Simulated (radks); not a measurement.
Results of a calculation; reference values are marked as such.
Species: the lithium ion Li+. Configuration: [He] (the NIST ground configuration).

Level of theory: Dirac Kohn-Sham, BLYP, spin-unpolarised, spherical densities, finite nucleus; Fermi nuclear charge, rms radius 2.444 fm (a radial shooting solver on a logarithmic mesh with Libxc functionals).

Energy parts (hartree):
total: -7.28025
kinetic: 7.24089
electron-nucleus: -16.11704
Hartree: 3.28160
exchange-correlation: -1.68570

Orbitals (lengths in bohr, moments of r in powers of bohr):
orbital,occ.,eigenvalue (hartree),<r^4>,small-component weight
1s1/2,2,-2.23137,0.5842,9.64e-05

The highest occupied level is 1s1/2 at -60.719 eV. For comparison, the ionisation energy in NIST's Atomic Spectra Database is 75.640 eV (theoretical). In exact Kohn-Sham theory the highest level is minus the ionisation energy, but local and semilocal functionals leave it too shallow, through self-interaction and a potential that decays too fast; potentials with the right tail come closer. The density falls to 0.001 e/bohr^3 at r = 1.86 bohr. The electron density at the nucleus is 14.05 e/bohr^3. Summed over all electrons, <r^2> = 0.9205 bohr^2, which gives a Langevin (diamagnetic) susceptibility term of -0.729 x 10^-6 cm^3/mol.
